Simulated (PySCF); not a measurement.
CH₅AlO₂S. Atoms are numbered in the order given.

```xyz
10

Al    -0.4771     0.1471     0.0000
O     -2.0176     0.8560     0.0000
H     -2.8475     0.3719     0.0000
O     -0.2865    -1.5306     0.0000
C      0.7178    -2.5007     0.0000
H      0.6304    -3.1486     0.8909
H      0.6304    -3.1486    -0.8909
H      1.7360    -2.0663     0.0000
S      1.2346     1.4939     0.0000
H      0.4259     2.5786     0.0000
```

Geometry optimised at r2SCAN-D4/def2-SVP. The structure was generated by enumeration; whether it is a known compound was not checked. Other conformers were not sampled.

Method: PBE/def2-TZVP (PySCF).

Symmetry labels are those of the subgroup Cs that the program uses (full group Cs).

Computed valence orbital energies around the gap with their symmetry:
| orbital | symmetry | energy (eV) |
|---|---|---|
| HOMO−7 | A" | -10.75 |
| HOMO−6 | A' | -9.99 |
| HOMO−5 | A' | -8.07 |
| HOMO−4 | A' | -8.01 |
| HOMO−3 | A" | -7.76 |
| HOMO−2 | A' | -6.78 |
| HOMO−1 | A" | -6.75 |
| HOMO | A" | -6.35 |
| LUMO | A' | -1.26 |
| LUMO+1 | A' | -0.41 |
| LUMO+2 | A" | -0.35 |
| LUMO+3 | A' | 0.62 |
